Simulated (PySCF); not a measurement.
# p-anisic acid (COc1ccc(C(=O)O)cc1, C$_{8}$H$_{8}$O$_{3}$)

Geometry (Å), atoms numbered from 1 in this order:
```xyz
19

C    -3.4188   -0.3447   -0.3714
O    -2.5288    0.3153    0.4875
C    -1.2077    0.1873    0.2844
C    -0.3753    0.8715    1.1852
C     1.0002    0.7991    1.0557
C     1.5770    0.0430    0.0237
C     3.0399   -0.0645   -0.1620
O     3.5791   -0.6916   -1.0412
O     3.7407    0.6164    0.7597
C     0.7449   -0.6349   -0.8695
C    -0.6386   -0.5707   -0.7491
H    -3.2806   -1.4394   -0.3413
H    -4.4298   -0.1044   -0.0196
H    -3.3120    0.0001   -1.4146
H    -0.8448    1.4540    1.9797
H     1.6464    1.3303    1.7561
H     4.6740    0.4767    0.5411
H     1.2086   -1.2185   -1.6677
H    -1.2645   -1.1100   -1.4600
```

Theory: PySCF, quadratic response CAM-B3LYP/aug-cc-pVDZ first hyperpolarisability, Taylor convention, gas phase. Geometry: PBE0-D3(BJ)/def2-SVP.

What is the first hyperpolarisability, and how does it disperse?

In 10⁻³⁰ esu, Taylor convention; the vector part is βᵢ = ⅓ Σⱼ (βᵢⱼⱼ + βⱼᵢⱼ + βⱼⱼᵢ); β∥ is 3/5 of the vector part along the dipole, the dipole points from − to +:
```
                   process  λ (nm)  β vector norm    β∥  β HRS  depolarisation ratio
           static β(0;0,0)       ∞           6.10  3.65   2.82                  3.70
second harmonic β(−2ω;ω,ω)    1907           6.67  4.00   3.07                  3.76
         Pockels β(−ω;ω,0)    1907           6.28  3.76      –                     –
second harmonic β(−2ω;ω,ω)    1064           8.27  4.95   3.75                  3.90
         Pockels β(−ω;ω,0)    1064           6.72  4.02      –                     –
```

Which lowest excitations, dipole and polarisabilities go with it?

S1 5.07 eV (f = 0.009); S2 5.18 eV (f = 0.363); S3 5.35 eV (f = 0.000); dipole 2.60 D; isotropic α 110.3 au static, 110.8 au at 1907 nm, 111.9 au at 1064 nm, 112.3 au at 953.5 nm, 117.4 au at 532 nm.
